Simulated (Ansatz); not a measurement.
Zn₉O₉H₂₄, relaxed as a singlet with RKS r2SCAN-D4/def2-SVP in Ansatz, starting from a model built from a lattice or polyhedron. Force threshold 0.03 eV/Å.

Single mean-field runs in def2-SVP are fitted with def2-universal-jkfit. In the singlet, H19 and H21 lie 1.18 Å apart, H29 and H32 lie 1.18 Å apart, H39 and H41 lie 1.18 Å apart (atoms count from 1), so these atoms are partly bonded to each other.

Start:

```xyz
42

Zn    3.560   -0.846    1.263
O     3.796   -0.399   -0.666
O     1.644   -0.657    1.756
Zn    1.045    1.195    1.402
Zn    2.042    0.046   -1.451
O     1.276    1.611   -0.519
O    -0.872    1.385    1.905
Zn   -1.500    3.250    1.537
Zn   -0.455    2.113   -1.305
O    -1.252    3.670   -0.382
Zn    0.578   -1.968    0.668
O     0.787   -1.536   -1.281
O    -1.330   -1.752    1.161
Zn   -1.944    0.102    0.821
Zn   -0.953   -1.053   -2.059
O    -1.729    0.529   -1.116
Zn   -2.453   -3.027    0.060
O    -2.215   -2.587   -1.856
H     4.426    0.121    2.099
H     4.059   -2.290    1.546
H     4.410    0.336   -0.746
H     4.179   -1.186   -1.115
H     1.521   -0.882    2.733
H     1.863    2.174    2.257
H     2.211    0.378   -2.956
H     1.888    2.363   -0.599
H    -0.984    1.170    2.842
H    -0.624    4.207    2.415
H    -2.982    3.363    1.937
H    -0.314    2.408   -2.820
H    -0.646    4.411   -0.479
H    -2.138    3.887   -0.740
H     1.032   -3.377    0.960
H     1.185   -2.293   -1.739
H    -1.478   -1.957    2.092
H    -3.438    0.233    1.211
H    -0.789   -0.753   -3.551
H    -2.593    0.758   -1.528
H    -1.972   -4.466    0.348
H    -3.910   -2.892    0.437
H    -1.816   -3.412   -2.294
H    -3.115   -2.379   -2.248
```

```tsv
step	energy (eV)	largest force component (eV/Å)	SCF passes
1	-454505.5671	2.957	20
2	-454509.5846	2.041	22
3	-454511.4137	0.660	24
4	-454511.6845	0.560	19
5	-454511.8332	0.679	19
6	-454511.9167	0.929	18
7	-454512.0175	0.900	18
8	-454512.1756	1.025	19
9	-454512.3862	0.538	18
10	-454512.5404	0.419	19
11	-454512.6930	0.368	18
13	-454512.9177	0.179	18
15	-454513.0658	0.149	19
17	-454513.1810	0.135	17
19	-454513.2764	0.205	17
21	-454513.3615	0.192	18
23	-454513.4440	0.185	18
25	-454513.5415	0.281	18
27	-454513.7021	0.300	18
29	-454513.9928	0.255	18
31	-454514.3524	0.243	19
33	-454514.5487	0.224	18
35	-454514.6563	0.164	19
37	-454514.6797	0.044	20
38	-454514.6811	0.013	20
```

Force components are those of the run's own axes.

End:

```xyz
42

Zn    3.2735    0.6216    2.0503
O     2.8830   -1.3316   -0.5432
O     1.4786   -0.4928    1.6788
Zn    0.9202    1.5119    1.1218
Zn    1.9576   -0.3681   -2.1518
O     1.4971    1.1669   -0.8695
O    -0.9044    1.1611    1.7538
Zn   -2.7928    2.1744    1.6654
Zn    0.1131    2.3274   -1.7839
O    -0.1229    3.2194    0.0923
Zn    0.9001   -1.8509    0.3862
O     0.2902   -1.3518   -1.5624
O    -1.1175   -1.6597    1.1110
Zn   -2.0508   -0.0795    0.4170
Zn   -1.2952   -0.5349   -2.5795
O    -1.3504    0.9909   -1.2501
Zn   -0.9937   -3.7377    0.5870
O    -2.5595   -1.5197   -1.2369
H     3.9380    0.3695    0.5468
H     3.7895    0.4543    3.5094
H     3.3938   -0.5500    0.0502
H     3.5451   -2.0202   -0.7118
H     1.1631   -0.7114    2.5675
H     2.2632    2.1657    1.7825
H     2.6072   -0.2205   -3.5365
H     2.3555    1.6236   -0.8143
H    -0.8894    0.7904    2.6479
H    -3.4199    2.3905    3.0737
H    -2.3809    3.1805    0.4078
H     0.1743    3.1208   -3.0985
H     0.1714    4.1336    0.2290
H    -1.2051    3.2053    0.3220
H     0.8426   -3.4830    0.3808
H     0.2763   -2.2628   -1.9066
H    -1.1466   -1.6751    2.0784
H    -3.4540    0.6770    0.7726
H    -1.4961   -0.5537   -4.1027
H    -2.1480    1.5358   -1.3740
H    -1.5518   -3.5482   -0.9672
H    -1.3636   -4.6721    1.7754
H    -2.1077   -2.5094   -1.0377
H    -3.4832   -1.6874   -1.4807
```

Bonds lost: Zn1–O2, Zn8–O10, Zn17–O18 (atoms count from 1). Bonds formed: O2–Zn11, Zn4–O10, Zn14–O18 (atoms count from 1). Metal–metal contacts that move far: Zn11–Zn17 3.27 to 2.68 Å, Zn8–Zn14 3.26 to 2.68 Å, Zn1–Zn4 3.24 to 2.68 Å.

No frequencies were taken in this run, so the end may be a saddle point.

It took 4.4 min on 2 threads of AMD EPYC 7R13 on a shared host and a share (18 GiB) of an NVIDIA H100 80GB HBM3, peak host memory 1.2 GiB.
